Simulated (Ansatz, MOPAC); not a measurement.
System: KOH, net charge 0, singlet state. SMILES: [K][OH]
Geometry from a B3LYP-D3(BJ)/def2-TZVP (Ansatz, a program for electronic structure) optimisation:
```xyz
3

K      0.0000     0.0000    -0.7485
O      0.0000     0.0000     1.4737
H      0.0000     0.0000     2.4311
```

Quantity: vertical electron affinity to the doublet, in eV. Terms: each state is the SCF solution reached for its charge and spin; LANL2DZ with its own core potentials from Na on; six Cartesian d functions in 6-31G* and its kin unless marked 5d; non-relativistic; 6-311+G** with 5d; UHF or UKS for open shells; no dispersion term unless named; spin-orbit terms left out; frozen cores in correlated levels (noble-gas shells and the d and f shells of earlier blocks; the outer core of K, Ca and congeners matters and is frozen too). Ab initio and DFT rows: single points at B3LYP-D3(BJ) geometries (Ansatz). Semi-empirical rows: differences of heats of formation at the shared geometry for vertical values.

```
level                              program  vertical electron affinity to the doublet (eV)
---------------------------------  -------  ----------------------------------------------
PM3                                  MOPAC                                           -0.52
MNDO                                 MOPAC                                            0.09
B3LYP/STO-3G                        Ansatz                                           -3.86
B3LYP/6-31G*                        Ansatz                                            0.23
B3LYP/6-31G* with LANL2DZ past Ar   Ansatz                                            0.21
MP2/6-31G* with LANL2DZ past Ar     Ansatz                                           -0.14
MP2/6-311+G**                       Ansatz                                            0.19
PBE/def2-TZVPD                      Ansatz                                            0.32
B3LYP/def2-TZVPD                    Ansatz                                            0.31
wB97M-V/def2-TZVPD                  Ansatz                                           -0.02
```

No value to compare with is used here. The 7 habitual levels span -3.86 (B3LYP/STO-3G) to 0.23 eV (B3LYP/6-31G*); B3LYP/def2-TZVPD gives 0.31.

The levels are drawn from those run, B3LYP/6-31G* more often than the rest, none by its result; runs whose electronic state is in doubt are left out.
